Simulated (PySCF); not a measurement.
# Correlation energy of Zn (zinc, neutral)

Starting occupation: [Ar] 3d10 4s2. Computed with PySCF 2.14 in x2c-TZVPall-2c, with X2C-1e with screened-nucleus spin-orbit coupling, Gaussian nucleus. Frozen: [Ne]; 20 electrons correlated; the 6 highest virtual spinors left out.

MP2 pair energies summed by pair of shells (mhartree):

| pair | energy | share (%) |
| --- | --- | --- |
| 3d3/2-3d5/2 | -180.72 | 25.9 |
| 3d5/2-3d5/2 | -123.97 | 17.8 |
| 3d5/2-3p3/2 | -68.00 | 9.7 |
| 3d3/2-3d3/2 | -51.99 | 7.5 |
| 3d3/2-3p3/2 | -47.20 | 6.8 |
| 3d5/2-3p1/2 | -35.45 | 5.1 |
| 3d5/2-3s1/2 | -24.51 | 3.5 |
| 4s1/2-4s1/2 | -22.55 | 3.2 |
| 3d3/2-3p1/2 | -21.63 | 3.1 |
| 3p1/2-3p3/2 | -21.14 | 3.0 |
| 3d5/2-4s1/2 | -20.76 | 3.0 |
| 3p3/2-3p3/2 | -20.26 | 2.9 |
| 3d3/2-3s1/2 | -16.32 | 2.3 |
| 3d3/2-4s1/2 | -13.69 | 2.0 |
| 3p3/2-3s1/2 | -11.22 | 1.6 |
| 3p1/2-3s1/2 | -5.63 | 0.8 |
| 3p1/2-3p1/2 | -4.82 | 0.7 |
| 3p3/2-4s1/2 | -3.18 | 0.5 |
| 3s1/2-3s1/2 | -2.80 | 0.4 |
| 3p1/2-4s1/2 | -1.50 | 0.2 |
| 3s1/2-4s1/2 | -0.46 | 0.1 |

Total MP2 correlation energy: -697.80 mhartree.

MP2 falls well short for the outer s pair, which is nearly degenerate with np².

This basis was not built for core-valence correlation, so the inner-shell part is incomplete.
